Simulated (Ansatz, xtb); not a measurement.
## CH4OSiTe: which of two structures lies lower

We compare a, `CO[SiH]=[Te]`, a singlet, with b, a singlet given by its coordinates. Both are isolated molecules in the gas phase, relaxed with PBE-D3(BJ)/def2-SVP; the shapes shown needn't be the lowest conformers.

a (Å):

```
atom    x (Å)    y (Å)    z (Å)
   C   0.1224   0.6067   1.8576
   O   0.3728   0.5307   0.4614
  Si   1.7249  -0.1048  -0.2705
  Te   2.0933  -0.2100  -2.5410
   H  -0.8065   0.0475   2.0942
   H  -0.0237   1.6683   2.1460
   H   0.9554   0.1850   2.4647
   H   2.6186  -0.5774   0.8509
```

b (Å):

```yaml
atoms:
  - { symbol: C, position_ang: [0.4197, 0.3187, 0.2486] }
  - { symbol: O, position_ang: [3.3377, 1.0421, 1.2182] }
  - { symbol: Si, position_ang: [3.2197, 2.4625, 0.3141] }
  - { symbol: Te, position_ang: [0.8565, 2.2462, -0.6944] }
  - { symbol: H, position_ang: [-0.6023, 0.0239, -0.0506] }
  - { symbol: H, position_ang: [0.4569, 0.4230, 1.3497] }
  - { symbol: H, position_ang: [1.1354, -0.4454, -0.1098] }
  - { symbol: H, position_ang: [2.6027, 0.3990, 1.2452] }
```

Close contacts (Å): C1–Te4 2.19, O2–Si3 1.69, Si3–Te4 2.58, C1–H5 1.10, C1–H6 1.11, C1–H7 1.11, O2–H8 0.98.

Quicker runs give these differences E(b) − E(a): GFN2-xTB +14.6 kcal/mol; HF/STO-3G −4.7 kcal/mol (at GFN2-xTB geometries); r2SCAN-D4/def2-SVP +4.6 kcal/mol (at GFN2-xTB geometries).

Estimate which is lower in electronic energy at CCSD(T)/def2-SVP + ΔMP2/def2-TZVPP, and by roughly how much.

The CCSD(T)/def2-SVP + ΔMP2/def2-TZVPP calculation puts structure a lower, by 2.1 kcal/mol.

How the difference moves with the method:

```json
{"level": "GFN2-xTB", "geometry": "GFN2-xTB", "E(b) − E(a) (kcal/mol)": "+14.6", "departure from the last row (kcal/mol)": "+12.5", "job, with rough time for the two": "optimisation, 0.18 s"}
{"level": "HF/STO-3G", "geometry": "GFN2-xTB", "E(b) − E(a) (kcal/mol)": "−4.7", "departure from the last row (kcal/mol)": "−6.8", "job, with rough time for the two": "single point, 0.78 s"}
{"level": "r2SCAN-D4/def2-SVP", "geometry": "GFN2-xTB", "E(b) − E(a) (kcal/mol)": "+4.6", "departure from the last row (kcal/mol)": "+2.5", "job, with rough time for the two": "single point, 2.6 s"}
{"level": "PBE-D3(BJ)/def2-SVP", "geometry": "PBE-D3(BJ)/def2-SVP", "E(b) − E(a) (kcal/mol)": "+2.1", "departure from the last row (kcal/mol)": "0.0", "job, with rough time for the two": "optimisation, 37 s"}
{"level": "HF/def2-SVP", "geometry": "PBE-D3(BJ)/def2-SVP", "E(b) − E(a) (kcal/mol)": "+10.3", "departure from the last row (kcal/mol)": "+8.2", "job, with rough time for the two": "part of the CCSD(T) run"}
{"level": "MP2/def2-SVP", "geometry": "PBE-D3(BJ)/def2-SVP", "E(b) − E(a) (kcal/mol)": "+7.5", "departure from the last row (kcal/mol)": "+5.4", "job, with rough time for the two": "part of the CCSD(T) run"}
{"level": "CCSD(T)/def2-SVP", "geometry": "PBE-D3(BJ)/def2-SVP", "E(b) − E(a) (kcal/mol)": "+5.3", "departure from the last row (kcal/mol)": "+3.2", "job, with rough time for the two": "single point"}
{"level": "CCSD(T)/def2-SVP + ΔMP2/def2-TZVPP", "geometry": "PBE-D3(BJ)/def2-SVP", "E(b) − E(a) (kcal/mol)": "+2.1", "departure from the last row (kcal/mol)": "", "job, with rough time for the two": "single point, 25 s"}
```

HF/STO-3G puts the two in the other order. The largest departure from CCSD(T)/def2-SVP + ΔMP2/def2-TZVPP is that of GFN2-xTB, 12.5 kcal/mol. The last row adds to CCSD(T) the change of the MP2 difference between the two basis sets, here −3.2 kcal/mol, a large step that makes the value less sure.

With harmonic frequencies from PBE-D3(BJ)/def2-SVP (ideal gas, rigid rotor, one conformer each, 600 K, 1 atm): the zero-point term adds −0.1 kcal/mol; ΔH is +3.0 and ΔG +0.1 kcal/mol. In free energy the two are nearly level.

The correlated steps freeze 11 core orbitals; the filled d shell of Te is correlated, in a basis made for valence electrons. Atoms past krypton carry core potentials in the def2 sets, other sets are all-electron and non-relativistic, and no spin–orbit term is included. Run with Ansatz 0.2.0, xtb 6.7.1; the last row on 1 thread of Intel(R) Xeon(R) 6975P-C (Granite Rapids) on a shared host.
